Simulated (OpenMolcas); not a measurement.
**Pr3+: moving or changing the point charges**

Pr3+ among 8 point charges of -0.5 e arranged as a cube (Oh), 2.27 Å from the ion.
```
   1.3106    1.3106    1.3106  -0.50
   1.3106    1.3106   -1.3106  -0.50
   1.3106   -1.3106    1.3106  -0.50
   1.3106   -1.3106   -1.3106  -0.50
  -1.3106    1.3106    1.3106  -0.50
  -1.3106    1.3106   -1.3106  -0.50
  -1.3106   -1.3106    1.3106  -0.50
  -1.3106   -1.3106   -1.3106  -0.50
```

- Program: OpenMolcas
- Method: CASSCF
- Basis: ANO-RCC-VTZP [8s7p5d3f2g1h]
- Scalar Hamiltonian: DKH2, point nucleus
- Active space: 2 electrons in 7 orbitals (4f)
- State averaging: 2S+1 = 3 even, 21 roots; 2S+1 = 1 even, 27 roots kept (CI in the orbitals of an earlier block)
- Spin-orbit coupling: RASSI with atomic mean-field integrals over the reference wave functions

Runs around this geometry, states (labels of O, the rotations of Oh). Energies in cm-1 above the lowest state or level, χT in cm3 K/mol; under a threefold ground state the first gap can be a small split of the lowest multiplet, not the spin-orbit step.

| R (Å) | Ground state | First state of that spin | First gap with spin-orbit (degeneracies) | Width of lowest J | χT at 300 K |
| --- | --- | --- | --- | --- | --- |
| 2.27 | 3T1 | 3E 10.9 | 149.9 (3, 2) | 183 | 1.621 |
| 2.39 | 3T1 | 3E 9.3 | 114.8 (3, 2) | 144 | 1.632 |
| 2.67 | 3T1 | 3E 6.4 | 64.8 (3, 2) | 86 | 1.642 |

Taking the width of the lowest J multiplet as R^-n, n = -ln(86 / 183) / ln(2.67 / 2.27) = 4.7 between the shortest and longest distance.

This is an electrostatic model: the charges have no orbitals. No measured value stands beside these numbers.
